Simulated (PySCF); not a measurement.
Br2HOSb, SMILES [OH][Sb]([Br])[Br]. Atoms are numbered in the order given.

```xyz
5

Sb     0.3843     0.8033     0.0000
Br    -0.0982    -0.8041    -1.8933
Br    -0.0982    -0.8041     1.8933
O     -1.3280     1.7666     0.0000
H     -2.1035     1.1880     0.0000
```
Charge 0, spin multiplicity 1.

The structure is a stationary point at PBE0-D3(BJ)/def2-SVP. The structure was generated by enumeration; whether it is a known compound was not checked. The def2 effective core potentials stand for the cores of Sb; spin–orbit coupling is left out. The values are those of a single conformer.

All values below come from CAM-B3LYP/def2-TZVP in PySCF.

Symmetry labels are those of the subgroup Cs that the program uses (full group Cs).

Computed valence orbital energies around the gap with their symmetry:
```csv
orbital,symmetry,energy (eV)
HOMO−7,A",-12.38
HOMO−6,A',-12.16
HOMO−5,A',-10.94
HOMO−4,A",-10.87
HOMO−3,A',-10.17
HOMO−2,A",-9.91
HOMO−1,A",-9.67
HOMO,A',-9.48
LUMO,A',-1.09
LUMO+1,A",-0.90
LUMO+2,A',-0.23
LUMO+3,A',2.29
```
